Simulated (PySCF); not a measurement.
Compound: C4H9BN (charge -1).
Geometry (GFN2-xTB, Å), atoms numbered from 1 in this order:
```xyz
15
C4H9BN angstrom
B     -1.951   -0.281    0.072
N     -0.442    0.011    0.362
C     -0.106    1.398    0.243
C      0.420   -0.795   -0.459
C      1.807   -0.795   -0.011
C      2.942   -0.761    0.374
H     -2.231    0.011   -1.100
H     -2.161   -1.471    0.254
H     -2.628    0.387    0.833
H      0.929    1.588    0.573
H     -0.784    1.976    0.871
H     -0.197    1.790   -0.797
H      0.418   -0.479   -1.535
H      0.046   -1.823   -0.421
H      3.934   -0.747    0.720
```

A PySCF run (density fitting, gas phase, GFN2-xTB geometry) gave HOMO -0.43 eV, LUMO 5.26 eV.

Task: Which of these levels was it?
A. OPBE/IGLO-II
B. PBE0/pcSseg-0
C. WP04/ANO-RCC-VDZP
D. PBE0/def2-TZVP
E. BP86/6-311G**

Result: B. It is PBE0/pcSseg-0. All candidates on this geometry:

| level and settings | kind | basis functions | SCF cycles | E (Eh) | HOMO (eV) | LUMO (eV) |
| --- | --- | --- | --- | --- | --- | --- |
| OPBE/IGLO-II, energy threshold 1e-11 Eh | GGA | 186 | 14 | -237.3276 | 0.56 | 4.01 |
| BP86/6-311G**, fitting basis def2-universal-jkfit | GGA | 162 | 12 | -237.4462 | 0.40 | 3.90 |
| WP04/ANO-RCC-VDZP, start guess sap, level shift 0.3 Eh | global hybrid fitted to proton shifts | 129 | 22 | -243.6064 | -1.72 | 2.69 |
| PBE0/def2-TZVP | global hybrid | 240 | 14 | -237.1786 | -0.89 | 4.73 |
| PBE0/pcSseg-0 | global hybrid | 72 | 14 | -236.5599 | -0.43 | 5.26 |

The nearest other candidate, by the summed differences of HOMO and LUMO, is PBE0/def2-TZVP: its HOMO differs by -0.46 eV and its LUMO by -0.53 eV. Cycle counts include a coarse-grid stage where the run had one. All basis functions are spherical, in the Pople sets too. WP04 was designed for NMR shieldings or shifts; total energies of different functionals aren't comparable. ANO-RCC sets were contracted for a scalar-relativistic Hamiltonian, but ran non-relativistically here. The HOMO energy is positive at BP86/6-311G** and OPBE/IGLO-II; such an orbital is held in place by the finite basis.
